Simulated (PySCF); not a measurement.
## Working out the ionisation energy of Se

Se [Ar] 3d10 4s2 4p4 (3P) → Se⁺ [Ar] 3d10 4s2 4p3 (4S). Calculation: PySCF 2.14, in aug-cc-pVQZ-PP with ECP10MDF (7s6p5d3f2g, 89 functions); scalar relativity through the core potential. Frozen: 3s2 3p6 3d10. Energies in hartree (1 hartree = 27.21139 eV):

| part | Se (lower) | Se⁺ (upper) |
| --- | --- | --- |
| UHF | -371.864097 | -371.550231 |
| MP2 opposite-spin | -0.086985 | -0.060629 |
| MP2 same-spin | -0.024178 | -0.021055 |

Question: What does Hartree-Fock give?

Answer: (-371.550231) − (-371.864097) = 0.313866 hartree = 8.541 eV.

Question: What do MP2 and SCS-MP2 (6/5 opposite-spin, 1/3 same-spin) give?

Answer: The opposite-spin parts differ by 0.717 eV and the same-spin parts by 0.085 eV. MP2: 8.541 + (0.717) + (0.085) = 9.343 eV. SCS-MP2: 8.541 + 1.2 × (0.717) + (0.085)/3 = 9.430 eV.

Measured between the centres of the two terms (NIST): 9.635 eV, so MP2 (valence) is off by -0.292 eV.

What remains against the reference includes basis incompleteness, the frozen core and correlation beyond second order.
